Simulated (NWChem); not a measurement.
System: MgSiH₄O; SMILES [MgH][O][SiH3]

```xyz
7

Mg     0.0073     1.9347     0.0062
H      0.0165     3.6232     0.0132
O     -0.0007     0.1325     0.0001
Si    -0.0003    -1.5032    -0.0006
H     -1.0809    -2.0540    -0.8838
H     -0.2244    -2.0543     1.3767
H      1.3051    -2.0531    -0.4953
```
Atoms are numbered in this order, from 1.

Program: NWChem. Pople sets run with spherical d functions. The geometry was optimised at PBE0/def2-SVP. B3LYP is NWChem's, with the RPA form of VWN correlation. GIAO values for the isolated, static molecule; σ is the absolute isotropic shielding, δ = σ(reference) − σ with the isolated reference molecule computed at the same levels (1H: tetramethylsilane, 17O: water, 29Si: tetramethylsilane).

```tsv
level	σ Mg1 (ppm)	δ H2 (ppm)	δ O3 (ppm)	δ Si4 (ppm)	δ H5 (ppm)
PBE0/pcSseg-1	512.1	4.67	-5.3	-46.4	5.06
B3LYP/6-311G**	510.3	4.75	17.6	-49.0	5.30
LDA (Slater exchange, VWN5)/pcSseg-1	489.5	4.92	16.6	-42.9	5.63
Hartree-Fock/6-31G*	565.0	5.35	-10.1	-35.6	4.92
```
